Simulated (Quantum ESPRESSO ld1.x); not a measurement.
The aim is the calcium ion Ca2+ in [Ar]. This ld1.x (Quantum ESPRESSO 7.5) run was made with `OMP_NUM_THREADS=1 ld1.x < ld1.in > ld1.out`. Can the result be used? Name any fault.

```
 &input
    zed=20.0,
    iswitch=1,
    rel=1,
    lsd=1,
    dft='PW91',
    config='[Ar]',
    verbosity='high',
    lsmall=.true.,
    prefix='ld1',
    max_out_wfc=37,
    file_charge='ld1.rho',
 /
```

Output (excerpt):

```
     Program LD1 v.7.5 starts

     --------------------------- All-electron run ----------------------------

     scalar relativistic calculation

     atomic number is 20.00
     dft =PW91   lsd =1 sic =0 latt =0  beta=0.20 tr2=1.0E-14
     Exchange-correlation= PW91
                           (   1   4   2   2   0   0   0)
     mesh =1951 r(mesh) =  99.90979 a.u. xmin = -8.00 dx = 0.00800
     1 Ry =  13.60569312 eV, c = 137.03599908

     n l     nl                  e(Ry)          e(Ha)          e(eV)
     1 0     1S 1( 1.00)    -291.513242354    -145.756621177  -3966.2397168
     2 0     2S 1( 1.00)     -31.603941872     -15.801970936   -429.9935346
     2 1     2P 1( 3.00)     -25.761986167     -12.880993083   -350.5096780
     3 0     3S 1( 1.00)      -4.578561507      -2.289280754    -62.2945028
     3 1     3P 1( 3.00)      -3.170816601      -1.585408300    -43.1411576
     1 0     1S 2( 1.00)    -291.513242354    -145.756621177  -3966.2397168
     2 0     2S 2( 1.00)     -31.603941872     -15.801970936   -429.9935346
     2 1     2P 2( 3.00)     -25.761986167     -12.880993083   -350.5096780
     3 0     3S 2( 1.00)      -4.578561507      -2.289280754    -62.2945028
     3 1     3P 2( 3.00)      -3.170816601      -1.585408300    -43.1411576

     final scf error:  4.8E-15 reached in  29 iterations

     Etot =   -1356.025188 Ry,    -678.012594 Ha,  -18449.662582 eV
     Total magnetization:    0.00 Bohr mag.

     Ekin =    1369.014233 Ry,     684.507117 Ha,   18626.387541 eV
     Encl =   -3208.860752 Ry,   -1604.430376 Ha,  -43658.774670 eV
     Eh   =     551.869185 Ry,     275.934593 Ha,    7508.562777 eV
     Exc  =     -68.047855 Ry,     -34.023927 Ha,    -925.838229 eV
```

Answer. No (silently wrong). The line at issue: rel=1 lsd=1 dft='PW91'. The run ends normally, but in this build (ld1.x 7.5) Etot and Exc of a spin-polarised run lack the gradient corrections of exchange and correlation and come out near their LSDA values (nitrogen, PBE: -54.132 hartree against -54.536 from two other codes). The eigenvalues and orbitals are those of the GGA; the energies must not be used. The sound input gives -678.017 hartree.
